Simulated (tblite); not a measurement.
Run record: tight-binding relaxation, `CC[C@@H](F)[C@@H](CCl)OC`.

Computed with GFN2-xTB geometry optimisation, gas phase (tblite 0.8.0). Start geometry: from a force field or distance geometry. The input is one job of a driver script: a line of settings, then coordinates in Å.

Command:
```bash
OMP_NUM_THREADS=1 python probes_run.py task.json out
```

Input:
```
{"job": {"kind": "relax", "xc": "GFN2-xTB", "basis": "xTB"}, "charge": 0, "multiplicity": 1}
C      2.848200    -0.265500    -0.330400
C      1.569700     0.555900    -0.102800
C      0.339000    -0.340500    -0.085300
F      0.516300    -1.250900     0.904000
C     -0.990700     0.405300     0.220000
C     -1.206200     1.686600    -0.611000
Cl    -1.079900     1.423800    -2.374500
O     -2.146500    -0.415200    -0.008000
C     -2.235100    -1.553800     0.846200
H      3.711600     0.392200    -0.329200
H      2.794600    -0.781500    -1.295100
H      2.977800    -1.013800     0.458500
H      1.659500     1.062000     0.883400
H      1.514300     1.317900    -0.872600
H      0.244800    -0.898500    -1.018300
H     -1.001800     0.693000     1.285100
H     -0.469700     2.459800    -0.338700
H     -2.203100     2.087100    -0.427200
H     -1.533700    -2.320500     0.539400
H     -3.243300    -1.963100     0.762700
H     -2.074600    -1.263500     1.893200
```

Output:
```
step      E/eV     max force
  0    -879.17747    1.056
  1    -879.22488    0.302
  2    -879.23389    0.288
  3    -879.24126    0.243
  4    -879.24874    0.245
  5    -879.25426    0.193
  6    -879.25779    0.154
  7    -879.26046    0.130
  8    -879.26306    0.118
  9    -879.26524    0.120
... (52 lines left out)
 62    -879.28520    0.023
 63    -879.28528    0.024
 64    -879.28538    0.023
 65    -879.28549    0.023
 66    -879.28560    0.022
 67    -879.28570    0.020
 68    -879.28579    0.018
 69    -879.28585    0.017
 70    -879.28588    0.010
 71    -879.28590    0.009
```

«max force» is the largest atomic force in eV/Å.

**Question.** From which step on does the largest force stay under 0.1 eV/Å, and how much energy is left to gain from there?

**Answer.** From step 11 (0.094 eV/Å), 17.4 meV above the end.

Main results: energy lowered by 2.5 kcal/mol over 71 steps; largest atomic force 0.009 eV/Å at the end.

The run took 0.99 s of wall time on an Arm Neoverse N1 with one thread, shared host with 64 logical CPUs at a one-minute load of 65.
Labels such as C1 count atoms from 1, the log's own numbers from 0.
